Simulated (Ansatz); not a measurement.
Reaction (cleavage of the Si–Si bond): `[SiH3][SiH2][SiH2][SiH2][GeH3]` + `N=C(F)F` → `FC(F)=N[SiH3]` + `[SiH3][SiH2][SiH2][GeH3]`

Calculated with Ansatz (gas phase, PBE0-D4/def2-TZVP geometries, no zero-point term in ΔE). CCSD(T)/CBS is the MP2 limit (def2-TZVPP, def2-QZVPP) plus CCSD(T) − MP2 in def2-TZVPP, frozen cores. DFT in def2-TZVPP. B3LYP here is the variant with VWN-RPA as its local correlation; programs differ in this. HSE06 is defined as in plane-wave codes. For Ge outer-core shells are correlated without core-valence functions, which leaves a few kJ/mol of doubt a bond. Scalar relativity is left out up to krypton. Each species was taken in one conformer, which may not be the lowest.

Question: Is it downhill or uphill in electronic energy at CCSD(T)/CBS, and by how much? (Best estimate.)

Answer: Ansatz gave: Downhill: ΔE = -38.1 kJ/mol.

Question: What do these levels give: PBE-D4, HSE06-D4, ωB97X-V, r2SCAN, B3LYP, r2SCAN0, MP2/def2-SVP, CCSD/def2-SVP, CCSD(T)/def2-SVP, HF/def2-TZVPP, SCS-MP2/def2-TZVPP, MP2/def2-QZVPP? (Best estimate.)

Answer: The calculation gave: PBE-D4 -21.7, HSE06-D4 -25.5, ωB97X-V -39.2, r2SCAN -37.7, B3LYP -49.1, r2SCAN0 -39.0, MP2/def2-SVP -39.5, CCSD/def2-SVP -34.1, CCSD(T)/def2-SVP -32.2, HF/def2-TZVPP -64.3, SCS-MP2/def2-TZVPP -50.3, MP2/def2-QZVPP -46.9 kJ/mol.

Largest T1 diagnostic among the species: 0.013.

From BLYP to BHLYP (50 % exact exchange), in def2-TZVPP and without D4, ΔE moves by −7.0 kJ/mol. The D4 term adds +9.3 kJ/mol with B3LYP and +5.7 kJ/mol with PBE0; it sums over pairs of atoms, weighted by their polarisabilities, and B3LYP, whose exchange is more repulsive, gets the larger term. Leaving LDA and LC-ωPBE aside and taking each functional with its dispersion term where it has one, the values, not all of them listed here, spread over 27.0 kJ/mol, from B2PLYP to PBE-D4.
